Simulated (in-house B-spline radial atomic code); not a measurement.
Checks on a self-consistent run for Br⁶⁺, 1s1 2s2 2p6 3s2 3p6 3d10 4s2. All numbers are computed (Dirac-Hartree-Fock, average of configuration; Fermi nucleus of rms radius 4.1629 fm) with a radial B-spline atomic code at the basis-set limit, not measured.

```csv
orbital,q,ε (Eh),<1/r>,<r²>,small-component weight
1s1/2,1,-519.79214,35.8785,0.00244229,0.016299
2s1/2,2,-74.07630,8.22737,0.0404252,0.0034042
2p1/2,2,-68.05691,8.14415,0.0306492,0.0033489
2p3/2,4,-66.11308,7.87192,0.032037,0.0032709
3s1/2,2,-14.38330,2.71042,0.323582,0.0008309
3p1/2,2,-11.95724,2.59527,0.330113,0.000775
3p3/2,4,-11.65701,2.53305,0.341664,0.00075557
3d3/2,4,-7.19300,2.30805,0.357018,0.00064776
3d5/2,6,-7.14142,2.29079,0.361658,0.00064147
4s1/2,2,-3.90730,0.951335,2.18163,0.00016629
```

Electron-electron repulsion V_ee = 852.0874 hartree.

What total energy follows from the eigenvalues?

The eigenvalues count the repulsion twice, so E = Σqε - V_ee = -1247.255 - 852.087 = -2099.343 hartree; the run printed -2099.343.

Does the Dirac virial theorem hold?

For a point nucleus E = -2c²Σq·w, with w the small-component weight. Here Σq·w = 0.055896 and c = 137.0360, so the ratio E/(-2c²Σq·w) is 1.000011; the finite nucleus accounts for the departure from 1.

What diamagnetic shielding (Lamb formula) and susceptibility (Langevin formula) do the radii give?

σ = (α²/3)Σq<1/r> = 145.732/(3·137.036²) = 2586.8 ppm, and χ = -0.79199×10⁻⁶·Σq<r²> = -8.639×10⁻⁶ cm³/mol with Σq<r²> = 10.908 bohr². Both are non-relativistic formulas without the paramagnetism of open shells.
